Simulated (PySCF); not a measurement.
How methods differ on the excitation energy of Pb

Pb [Xe] 4f14 5d10 6s2 6p2 (3P) → Pb [Xe] 4f14 5d10 6s2 6p1 7s1 (3P), as a difference of total energies. Computed with PySCF 2.14 in aug-cc-pwCVDZ-PP with ECP60MDF (6s5p4d1f, 48 functions), with a scalar-relativistic core potential. Correlated levels: valence and next inner shell: nothing frozen outside the core potential. The calculations carry no spin-orbit coupling.

```json
{"method": "UHF", "excitation energy (eV)": "3.847"}
{"method": "MP2 (valence and next inner shell)", "excitation energy (eV)": "3.835"}
{"method": "SCS-MP2 (valence and next inner shell)", "excitation energy (eV)": "3.791"}
{"method": "CCSD (valence and next inner shell)", "excitation energy (eV)": "3.833"}
{"method": "CCSD(T) (valence and next inner shell)", "excitation energy (eV)": "3.824"}
```

Problem. How much does correlation contribute at CCSD(T) (valence and next inner shell)?

Solution. 3.824 − (3.847) = -0.023 eV, measured against UHF.

Spin-orbit coupling is strong in these open shells (close to jj coupling). The scalar numbers leave it out and a first-order estimate fails, so it can dominate the gap to the real levels.

The promoted electron is Rydberg-like, and one or two diffuse shells describe it only roughly, which tends to raise the upper state.
